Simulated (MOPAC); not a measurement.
Input for MOPAC: PM3 on CHF2NOSi (SMILES N#CO[SiH](F)F).

```
PM3 1SCF PRECISE CHARGE=0 THREADS=1
CHF2NOSi

N      2.77818498 1    -0.14887054 1     0.15412337 1
C      1.69094734 1    -0.26775115 1    -0.21243154 1
O      0.49100857 1    -0.41163293 1    -0.65364087 1
Si    -0.91558130 1     0.14174329 1     0.04324104 1
F     -1.17092953 1    -0.66884316 1     1.36870656 1
F     -2.02328587 1    -0.21531671 1    -1.01275643 1
H     -0.85034419 1     1.57067120 1     0.31275785 1
```

Program output:

```
*******************************************************************************
 **                                                                           **
 **                              MOPAC v23.2.5                                **
 **                                                                           **
 *******************************************************************************
 ** MOPAC's Digital Object Identifier: https://doi.org/10.5281/zenodo.6511958 **
 **                                                                           **
 ** Please cite the open-source release paper for use of this MOPAC version:  **
 ** J. E. Moussa and J. J. P. Stewart (2026)                                  **
 ** MOPAC: An open-source semiempirical molecular orbital program             **
 ** J. Open Source Softw., 11(119), 8025, https://doi.org/10.21105/joss.08025 **
 *******************************************************************************

                              PM3 CALCULATION RESULTS

 *******************************************************************************
 *  PM3        - The PM3 Hamiltonian to be used
 *
 *
 *
 *                 CHARGE ON SYSTEM = 0
 *
 *
 *
 *  PRECISE    - TIGHTER CRITERIA TO BE USED
 *  1SCF       - DO 1 SCF AND THEN STOP
 *  THREADS=1  - MULTI-THREADING NOT USED
 *  T=         - A TIME OF 172800.0 SECONDS REQUESTED
 *  DUMP=N     - RESTART FILE WRITTEN EVERY 7200.0 SECONDS REQUESTED
 *******************************************************************************
PM3 1SCF PRECISE CHARGE=0 THREADS=1
 CHF2NOSi

   ATOM   CHEMICAL          X               Y               Z
  NUMBER   SYMBOL      (ANGSTROMS)     (ANGSTROMS)     (ANGSTROMS)

     1       N          2.77818498  *  -0.14887054  *   0.15412337  *
     2       C          1.69094734  *  -0.26775115  *  -0.21243154  *
     3       O          0.49100857  *  -0.41163293  *  -0.65364087  *
     4      Si         -0.91558130  *   0.14174329  *   0.04324104  *
     5       F         -1.17092953  *  -0.66884316  *   1.36870656  *
     6       F         -2.02328587  *  -0.21531671  *  -1.01275643  *
     7       H         -0.85034419  *   1.57067120  *   0.31275785  *



          CARTESIAN COORDINATES

    NO.       ATOM           X           Y           Z

     1         N          2.7782     -0.1489      0.1541
     2         C          1.6909     -0.2678     -0.2124
     3         O          0.4910     -0.4116     -0.6536
     4        Si         -0.9156      0.1417      0.0432
     5         F         -1.1709     -0.6688      1.3687
     6         F         -2.0233     -0.2153     -1.0128
     7         H         -0.8503      1.5707      0.3128

  H: (PM3): J. J. P. STEWART, J. COMP. CHEM. 10, 209 (1989).
  C: (PM3): J. J. P. STEWART, J. COMP. CHEM. 10, 209 (1989).
  N: (PM3): J. J. P. STEWART, J. COMP. CHEM. 10, 209 (1989).
  O: (PM3): J. J. P. STEWART, J. COMP. CHEM. 10, 209 (1989).
  F: (PM3): J. J. P. STEWART, J. COMP. CHEM. 10, 209 (1989).
 Si: (PM3): J. J. P. STEWART, J. COMP. CHEM. 10, 209 (1989).

           Empirical Formula: C H N O Si F2  =     7 atoms



      MOLECULAR POINT GROUP   :   C1


      RHF CALCULATION, NO. OF DOUBLY OCCUPIED LEVELS = 17


 -------------------------------------------------------------------------------
 PM3 1SCF PRECISE CHARGE=0 THREADS=1
 CHF2NOSi



     1SCF WAS SPECIFIED, SO BFGS WAS NOT USED
     SCF FIELD WAS ACHIEVED


                              PM3 CALCULATION
                                                       MOPAC v23.2.5 Linux




          FINAL HEAT OF FORMATION =       -210.30309 KCAL/MOL =    -879.90814 KJ/MOL


          COSMO AREA              =        121.71 SQUARE ANGSTROMS
          COSMO VOLUME            =        108.54 CUBIC ANGSTROMS

          IONIZATION POTENTIAL    =         10.930787 EV
          HOMO LUMO ENERGIES (EV) =        -10.931 -0.262
          NO. OF FILLED LEVELS    =         17
          MOLECULAR WEIGHT        =        109.1073         POINT GROUP:  C1

          MOLECULAR DIMENSIONS (Angstroms)

            Atom       Atom       Distance
            F     6    N     1     4.94167
            F     5    H     7     2.49494
            O     3    F     5     2.00845


          SCF CALCULATIONS        =          1





   ATOM   CHEMICAL          X               Y               Z
  NUMBER   SYMBOL      (ANGSTROMS)     (ANGSTROMS)     (ANGSTROMS)

     1       N          2.77818498  *  -0.14887054  *   0.15412337  *
     2       C          1.69094734  *  -0.26775115  *  -0.21243154  *
     3       O          0.49100857  *  -0.41163293  *  -0.65364087  *
     4      Si         -0.91558130  *   0.14174329  *   0.04324104  *
     5       F         -1.17092953  *  -0.66884316  *   1.36870656  *
     6       F         -2.02328587  *  -0.21531671  *  -1.01275643  *
     7       H         -0.85034419  *   1.57067120  *   0.31275785  *

                             CARTESIAN COORDINATES

   1    N        2.778184980    -0.148870540     0.154123370
   2    C        1.690947340    -0.267751150    -0.212431540
   3    O        0.491008570    -0.411632930    -0.653640870
   4   Si       -0.915581300     0.141743290     0.043241040
   5    F       -1.170929530    -0.668843160     1.368706560
   6    F       -2.023285870    -0.215316710    -1.012756430
   7    H       -0.850344190     1.570671200     0.312757850


           Empirical Formula: C H N O Si F2  =     7 atoms



      MOLECULAR POINT GROUP   :   C1


                  EIGENVALUES
 -38.57321 -29.79437 -23.03659 -22.12509 -20.37823 -18.18289 -17.06219 -16.93007
 -16.54497 -16.02359 -15.79410 -15.70376 -15.44151 -12.41940 -12.09094 -11.27940
 -10.93079  -0.26160   0.62405   1.36316   1.75115   2.26387   2.37113   3.32838
   7.78775


              NET ATOMIC CHARGES AND DIPOLE CONTRIBUTIONS

  ATOM NO.   TYPE          CHARGE      No. of ELECS.   s-Pop       p-Pop
    1          N          -0.186844        5.1868     1.76477     3.42208
    2          C           0.070218        3.9298     1.20937     2.72042
    3          O          -0.329310        6.3293     1.74580     4.58351
    4         Si           1.164152        2.8358     0.83908     1.99677
    5          F          -0.283081        7.2831     1.60008     5.68300
    6          F          -0.266705        7.2667     1.59073     5.67597
    7          H          -0.168430        1.1684     1.16843
 DIPOLE           X         Y         Z       TOTAL
 POINT-CHG.    -2.947     1.402     0.249     3.273
 HYBRID        -0.732    -0.233    -0.435     0.883
 SUM           -3.679     1.169    -0.185     3.865


          ATOMIC ORBITAL ELECTRON POPULATIONS

     Atom    s        px        py        pz
    1  N   1.76477   1.12197   1.16303   1.13708
    2  C   1.20937   0.87958   0.92191   0.91892
    3  O   1.74580   1.14993   1.79798   1.63560
    4 Si   0.83908   0.58765   0.77522   0.63389
    5  F   1.60008   1.94165   1.91599   1.82536
    6  F   1.59073   1.85022   1.95629   1.86947
    7  H   1.16843

 **********************
 *                    *
 * JOB ENDED NORMALLY *
 *                    *
 **********************




 == MOPAC DONE ==
```

The run finished.

Cost: roughly 0.020 core-seconds.
